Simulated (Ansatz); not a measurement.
C$_{2}$H$_{4}$InN (`C#[C][InH][NH2]`). The species carries charge 0 and has multiplicity 1. In: def2 effective core potential.

| atom | x (Å) | y (Å) | z (Å) |
| --- | --- | --- | --- |
| C1 | 0.403 | 1.669 | 1.991 |
| C2 | -0.059 | 0.917 | 1.164 |
| In3 | -0.881 | -0.376 | -0.255 |
| N4 | 0.488 | -1.113 | -1.507 |
| H5 | 0.814 | 2.331 | 2.718 |
| H6 | -2.520 | -0.804 | -0.390 |
| H7 | 1.464 | -0.877 | -1.458 |
| H8 | 0.292 | -1.746 | -2.263 |

Question: List the harmonic frequencies (cm⁻¹, unscaled) at PBE0-D4/def2-TZVP in Ansatz. (Best estimate.)

Answer: Ansatz gave: 62, 93, 170, 237, 375, 414, 475, 483, 634, 698, 705, 725, 1547, 1893, 2125, 3459, 3613, 3725.

Question: Is this a minimum?

Answer: Yes, all 18 modes are real.

Question: Give the ideal-gas thermochemistry at 298.15 K and 1 bar (rigid rotor, harmonic oscillator; point group Cs, symmetry number 1).

Answer: Zero-point energy 128.2 kJ/mol; H(298) − E = 149.3 kJ/mol; entropy 352.4 J/(mol·K), of which translation 171.9, rotation 109.7, vibration 70.9; G(298) − E = 44.2 kJ/mol. Modes under 100 cm⁻¹ are hindered rotations or soft bends, so the harmonic entropy is rough.

Question: And at 400, 500, 600, 800 and 1000 K?

Answer: 
| T (K) | H − E (kJ/mol) | S (J/mol/K) | G − E (kJ/mol) |
| --- | --- | --- | --- |
| 400 | 160.4 | 384.5 | 6.6 |
| 500 | 172.3 | 411.0 | -33.2 |
| 600 | 185.0 | 434.1 | -75.5 |
| 800 | 211.9 | 472.8 | -166.3 |
| 1000 | 240.7 | 504.8 | -264.1 |

Question: Rotational constants (cm⁻¹)?

Answer: 0.3518, 0.08317, 0.06726.
